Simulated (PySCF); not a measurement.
Orbital picture of TaBr

PBE0 at R = 2.455 Å; PySCF, scalar-relativistic core potentials, basis sets Ta def2-TZVPP with ECP60, Br def2-TZVPP. State: quintet, unpaired electrons σ ↑, π ↑, δ ↑↑. Only the outer orbitals are listed, counted within each symmetry, core potentials removing the inner ones.

```tsv
spin	orbital	occ.	ε (eV)	on Ta (%)	main shells (%)
α	9σ	1	-20.83	5	95 Br s
α	10σ	1	-9.79	21	76 Br p, 11 Ta s, 10 Ta d
α	5π	1	-8.71	17	83 Br p, 15 Ta d
α	5π	1	-8.55	11	88 Br p, 9 Ta d
α	11σ	1	-6.28	99	69 Ta s, 28 Ta d
α	2δ	1	-5.35	100	100 Ta d
α	2δ	1	-5.29	98	91 Ta d
α	6π	1	-5.18	86	81 Ta d, 13 Br p
α	6π	0	-2.51	92	85 Ta d
α	12σ	0	-2.18	91	54 Ta d, 31 Ta p
α	7π	0	-0.60	96	91 Ta p
β	4π	1	-38.47	100	100 Ta p
β	4π	1	-37.93	100	100 Ta p
β	9σ	1	-20.82	4	96 Br s
β	10σ	1	-9.56	16	82 Br p, 8 Ta d
β	5π	1	-8.53	7	92 Br p
β	5π	1	-8.38	6	93 Br p
β	11σ	0	-2.25	99	90 Ta s
β	6π	0	-1.08	92	91 Ta d
β	12σ	0	-0.83	92	63 Ta d, 28 Ta p
```

Which are the highest filled and the lowest empty level, where do they sit, and how wide is the gap?

Highest filled α 6π at -5.18 eV (in %: 81 Ta d, 13 Br p); lowest empty α 6π at -2.51 eV (in %: 85 Ta d); the gap at PBE0 is 2.67 eV. Both belong to one degenerate shell, split only by its one-sided filling, so this is no excitation gap.

| Property | Result |
| --- | --- |
| bond order (Mayer) | 1.24 |
| ⟨S²⟩ | 6.009 |
| charge on Ta (Mulliken, basis-dependent) | 0.29 |
| charge on Ta (Löwdin, basis-dependent) | -0.17 |
| dipole moment (positive dipole means Ta(−)Br(+)) | -3.06 D |
| polarisability along the bond | 96.6 bohr³ |
| polarisability across the bond | 77.7 bohr³ |

Spin–orbit coupling is left out. The state is the lowest single determinant that the PBE0 search found; with open d or f shells the true ground state can be another one.
